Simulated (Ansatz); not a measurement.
Geometry optimisation, RKS CAM-B3LYP-D4/def2-SVP (Ansatz).

Input:

```yaml
crystal:
  periodic: [false, false, false]
  atoms:
    - { symbol: Sn, position_ang: [0.0, 0.0, 0.0] }
    - { symbol: Cl, position_ang: [0.0, 0.0, 2.41] }
    - { symbol: O, position_ang: [1.8483, 0.0, -0.6527] }
    - { symbol: H, position_ang: [2.1646, -0.9521, -0.7693] }
    - { symbol: H, position_ang: [-0.8195, 1.4198, -0.5794] }
    - { symbol: C, position_ang: [-1.0126, -1.7544, -0.716] }
    - { symbol: H, position_ang: [-1.5123, -2.2661, 0.1329] }
    - { symbol: H, position_ang: [-1.7727, -1.4617, -1.4701] }
    - { symbol: H, position_ang: [-0.2768, -2.4431, -1.1811] }
basis:
  gaussian: { orbitals: def2-SVP }
hamiltonian:
  xc: cam_b3lyp
  dispersion: d4
relax:
  f_tol: 0.02
  max_steps: 40
```

Command:

```bash
$ ansatz run input.yaml --threads 2 --pin off --max-ram 3072MiB --backend cpu --events-out ev --progress --plain --runs-dir out
```

Q: Where does it end, and by what steps?

A: It converged. After 7 steps the energy has fallen by 0.169 eV; H4 moved furthest, 0.51 Å.

```tsv
step	energy less start (eV)	largest force component (eV/Å)	accepted
0	0.0000	1.889	yes
1	-0.1100	1.005	yes
2	-0.1275	1.469	yes
3	-0.1223	0.694	no
4	-0.1605	0.474	yes
5	-0.1667	0.118	yes
6	-0.1683	0.050	yes
7	-0.1688	0.019	yes
```

```xyz
9
Properties=species:S:1:pos:R:3
Sn -0.056 -0.031 -0.119
Cl 0.096 -0.133 2.235
O 1.795 -0.028 -0.799
H 2.374 -0.681 -0.387
H -0.669 1.496 -0.554
C -1.099 -1.792 -0.724
H -1.516 -2.282 0.165
H -1.910 -1.534 -1.419
H -0.396 -2.471 -1.224
```

Whether the end is a true minimum wasn't checked by a vibrational analysis.

Run time: 36 s on 2 threads of Arm Neoverse V1, on a shared host, peak memory 0.26 GiB.
